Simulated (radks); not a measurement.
The numbers below are computed, except where a source is named.
Question: Radial electron density D(r) = 4 pi r^2 rho(r) of an atom or ion with 11 electrons. Code: a radial shooting solver on a logarithmic mesh with Libxc functionals. Model: scalar-relativistic Kohn-Sham, PBEsol, spin-polarised, spherical densities, finite nucleus; Fermi nuclear charge, rms radius of each element as measured or else 0.836 A^(1/3) + 0.57 fm.

| r (bohr) | D(r) (e/bohr) | spin D(r) |
|---|---|---|
| 0.006908 | 0.5648 | -0.0000174 |
| 0.008852 | 0.8836 | -0.0000269 |
| 0.01143 | 1.383 | -0.0000412 |
| 0.01465 | 2.099 | -0.0000602 |
| 0.01878 | 3.116 | -0.0000832 |
| 0.02426 | 4.553 | -0.000105 |
| 0.03108 | 6.341 | -0.000105 |
| 0.04015 | 8.512 | -0.0000343 |
| 0.05145 | 10.68 | 0.000211 |
| 0.06593 | 12.46 | 0.000847 |
| 0.08517 | 13.30 | 0.00233 |
| 0.1091 | 12.71 | 0.00523 |
| 0.141 | 10.80 | 0.0106 |
| 0.1807 | 8.617 | 0.0190 |
| 0.2315 | 7.472 | 0.0301 |
| 0.2991 | 8.169 | 0.0418 |
| 0.3832 | 9.953 | 0.0477 |
| 0.495 | 11.04 | 0.0411 |
| 0.6344 | 9.969 | 0.0219 |
| 0.8129 | 7.071 | 0.00183 |
| 1.05 | 3.725 | 0.00479 |
| 1.346 | 1.495 | 0.0532 |
| 1.738 | 0.5171 | 0.152 |
| 2.228 | 0.3304 | 0.269 |
| 2.854 | 0.3438 | 0.338 |
| 3.687 | 0.2796 | 0.279 |
| 4.725 | 0.1417 | 0.142 |
| 6.104 | 0.03995 | 0.0399 |
| 7.822 | 0.006166 | 0.00617 |
| 10.02 | 0.0004145 | 0.000414 |

What is the nuclear charge?

Answer: Z = 12. The innermost maximum, from 1s, lies near gamma/Z bohr with gamma = sqrt(1 - (Z/c)^2) = 0.996, here 0.083 bohr (found: 0.0872), and its height grows with Z. The density is that of the magnesium ion Mg+ in [Ne] 3p1; the configuration itself is not fixed sharply by these data, and Z only to about a unit. D(r) has 3 maxima, at r = 0.0872, 0.499, 2.83 bohr, and minima at 0.239, 2.28 bohr, inside which lie 2.21, 10.17 electrons.
